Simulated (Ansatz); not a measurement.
The first iterations of a band of C2H5BrN2 (10 atoms, charge 0, multiplicity 1).

These are results of RKS B3LYP-D4/def2-SVP (Ansatz), not measurements.

| Item | Value |
| --- | --- |
| movable images | 5 |
| climbing image | yes |
| spring | 5.0 eV/Å² |
| optimiser | quadratic models (default) |
| start path | IDPP |
| force threshold | 0.03 eV/Å |
| iteration limit | 60 |
| end points | relaxed |

Image 0:

```xyz
10
Properties=species:S:1:pos:R:3
C -0.770 -1.102 0.395
N -0.226 0.226 0.603
C 0.609 0.777 -0.311
N 1.047 0.201 -1.340
Br 1.076 2.633 0.210
H -1.479 -1.136 -0.452
H 0.042 -1.810 0.175
H -1.288 -1.422 1.310
H -0.628 0.831 1.304
H 1.700 0.750 -1.893
```

Image 6:

```xyz
10
Properties=species:S:1:pos:R:3
C -0.381 -1.273 0.452
N 0.280 0.004 0.631
C 0.299 0.915 -0.372
N -0.155 0.731 -1.532
Br 1.174 2.589 0.230
H -0.014 -1.761 -0.463
H -0.157 -1.914 1.316
H -1.476 -1.166 0.355
H 0.531 0.316 1.559
H -0.016 1.508 -2.173
```

| iteration | highest image above the first end (eV) | largest band force component (eV/Å) |
| --- | --- | --- |
| 1 | 0.160 | 1.138 |
| 2 | 0.032 | 0.398 |
| 3 | 0.022 | 0.197 |
| 4 | 0.020 | 0.182 |

Task: Does the band converge within its limit, and where does its top end?

Result: The forces met the threshold. It ended after 12 iterations with the highest image 0.018 eV above the first end. A vibrational analysis at the climbing image gives one clearly imaginary mode, 95i cm⁻¹: a first-order saddle point.

Run time: 3.4 min on 2 threads of Arm Neoverse V1 (shared host), peak memory 0.28 GiB.
